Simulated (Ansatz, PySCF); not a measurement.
Si(H)(I)2(Me) (CH4I2Si), SMILES C[SiH](I)I. Atoms are numbered in the order given.

```xyz
8

Si    -0.6414    -0.1947     0.8313
C     -2.4600    -0.5421     0.5697
I      0.6997    -1.9090    -0.3369
I     -0.1037     2.0599    -0.0230
H     -0.2418    -0.2268     2.2600
H     -2.7087    -1.5422     0.9591
H     -3.0639     0.2124     1.0984
H     -2.7058    -0.5068    -0.5018
```
Charge 0, spin multiplicity 1.

Geometry: B3LYP-D3(BJ)/def2-SVP. The def2 effective core potentials stand for the cores of I; spin–orbit coupling is left out.

Two levels are set side by side: PBE-D3(BJ)/def2-SVP (Ansatz, a quantum-chemistry and plane-wave program) and B3LYP-D3(BJ)/def2-SVP (Ansatz). Each level has its own optimised geometry; the coordinates shown are those of the second. Frequencies come from the Hessian of PySCF at each geometry. Differences are taken from unrounded values.

```json
[
 {"quantity": "mean bond length (Å)", "B3LYP-D3(BJ)": "1.657"},
 {"quantity": "bond Si1–C2 (Å)", "B3LYP-D3(BJ)": "1.870"},
 {"quantity": "bond Si1–I3 (Å)", "B3LYP-D3(BJ)": "2.470"},
 {"quantity": "bond Si1–I4 (Å)", "B3LYP-D3(BJ)": "2.470"},
 {"quantity": "bond Si1–H5 (Å)", "B3LYP-D3(BJ)": "1.484"},
 {"quantity": "bond C2–H6 (Å)", "B3LYP-D3(BJ)": "1.102"},
 {"quantity": "bond C2–H7 (Å)", "B3LYP-D3(BJ)": "1.102"},
 {"quantity": "bond C2–H8 (Å)", "B3LYP-D3(BJ)": "1.100"},
 {"quantity": "highest harmonic wavenumber (cm⁻¹)", "B3LYP-D3(BJ)": "3145"},
 {"quantity": "mean harmonic wavenumber (cm⁻¹)", "B3LYP-D3(BJ)": "1154"},
 {"quantity": "zero-point energy (kcal/mol)", "B3LYP-D3(BJ)": "29.69"}
]
```

Q: What does PBE-D3(BJ) give, and how far is it from B3LYP-D3(BJ)? (Estimate from the structure and the level; the computed values follow.)

A: 
| quantity | PBE-D3(BJ) | PBE-D3(BJ) minus B3LYP-D3(BJ) |
|---|---|---|
| mean bond length (Å) | 1.663 | 0.006 |
| bond Si1–C2 (Å) | 1.876 | 0.006 |
| bond Si1–I3 (Å) | 2.470 | 0.000 |
| bond Si1–I4 (Å) | 2.470 | 0.000 |
| bond Si1–H5 (Å) | 1.499 | 0.015 |
| bond C2–H6 (Å) | 1.109 | 0.007 |
| bond C2–H7 (Å) | 1.109 | 0.007 |
| bond C2–H8 (Å) | 1.107 | 0.007 |
| highest harmonic wavenumber (cm⁻¹) | 3097 | -49 |
| mean harmonic wavenumber (cm⁻¹) | 1123 | -31 |
| zero-point energy (kcal/mol) | 28.90 | -0.80 |

GGA bonds tend to be longer and softer than those of functionals with exact exchange. Differences between two approximate levels are no errors against the true value.
